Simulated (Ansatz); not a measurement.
One change: `BCSCF` becomes `CSCF`.

Ansatz, PBE0-D4/def2-TZVP geometries, multiplicity 1. Each molecule was computed in one conformer, which needn't be the lowest.

```
                               property  `BCSCF`
      LUMO energy (PBE/def2-TZVPP) / eV    -2.71
  HOMO energy (ωB97M-V/def2-TZVPP) / eV    -9.21
  HOMO–LUMO gap (B3LYP/def2-TZVPP) / eV     4.84
   HOMO–LUMO gap (PBE0/def2-TZVPP) / eV     5.32
      HOMO energy (PBE/def2-TZVPP) / eV    -5.76
HOMO–LUMO gap (ωB97M-V/def2-TZVPP) / eV     9.49
```

(1) What does the change do to each property? (Estimate.)

Answers

(1) Ansatz gave: 
```tsv
property	`CSCF`	shift
LUMO energy (PBE/def2-TZVPP) / eV	-0.19	2.52
HOMO energy (ωB97M-V/def2-TZVPP) / eV	-9.16	0.05
HOMO–LUMO gap (B3LYP/def2-TZVPP) / eV	7.20	2.36
HOMO–LUMO gap (PBE0/def2-TZVPP) / eV	7.72	2.40
HOMO energy (PBE/def2-TZVPP) / eV	-5.69	0.07
HOMO–LUMO gap (ωB97M-V/def2-TZVPP) / eV	11.78	2.29
```

With PBE0 the HOMO rises by 0.05 eV and the LUMO rises by 2.45 eV, so the gap widens by about 2.40 eV. PBE moves the HOMO by 0.07 eV and ωB97M-V by 0.05 eV.

B3LYP here is the variant with VWN-RPA as its local correlation; programs differ in this.
